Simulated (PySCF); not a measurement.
# Spinor energies of W⁴⁷⁺ (tungsten, charge +47)

Start: [Ar] 3d9; 3d3/2 filled at m_j = -3/2, -1/2, +1/2, +3/2; 3d5/2 filled at m_j = -3/2, -1/2, +1/2, +3/2, +5/2. Calculated with PySCF 2.14 in an even-tempered Gaussian basis (15 s from 12 bohr⁻², ratio 2.8; 13 p from 15 bohr⁻², ratio 2.8; 8 d from 15 bohr⁻², ratio 2.8; 3 f from 57 bohr⁻², ratio 3): generalised Hartree-Fock with the X2C-1e Hamiltonian and a Gaussian nucleus; one run each with spin-orbit coupling (SO) switched off, then screened by Boettger's factors.

```
spinor shell  electrons  ε, spin-free (eV)  ε, screened SO (eV)  weight of nominal j (screened SO)  rms radius, screened SO (bohr)
       1s1/2          2           -72432.3             -72411.2                              1.000                          0.0208
       2s1/2          2           -14675.4             -14668.6                              1.000                          0.0837
       2p1/2          2           -13156.2             -14130.5                              1.000                          0.0711
       2p3/2          4           -13156.2             -12760.8                              1.000                          0.0784
       3s1/2          2            -5176.2              -5174.3                              1.000                           0.210
       3p1/2          2            -4714.2              -4943.6                              1.000                           0.201
       3p3/2          4            -4714.2              -4619.4                              1.000                           0.215
       3d3/2          4            -4213.1              -4254.8                              0.997                           0.187
       3d5/2          5            -4213.1              -4183.9                              0.997                           0.191
```

```json
{"quantity": "E (hartree)", "spin-free": "-14496.72927", "screened SO": "-14516.06351"}
{"quantity": "M_J", "spin-free": "5/2", "screened SO": "5/2"}
{"quantity": "⟨J²⟩", "spin-free": "8.750", "screened SO": "8.750"}
{"quantity": "⟨L²⟩", "spin-free": "6.000", "screened SO": "6.061"}
{"quantity": "⟨S²⟩", "spin-free": "0.750", "screened SO": "0.811"}
```

Each row is a mean over spinors that exchange with the open shell spreads, by up to 27.030 eV (3p3/2).

Breit and QED terms are absent; they matter most for the inner s and p1/2 levels.

Densities and radii are taken from the X2C orbitals without a picture-change correction, which distorts them close to the nucleus.

Without spin-orbit coupling the j labels of p, d and f shells carry no meaning; the spin-free column gives the mean over the occupied spinors of each nl shell.
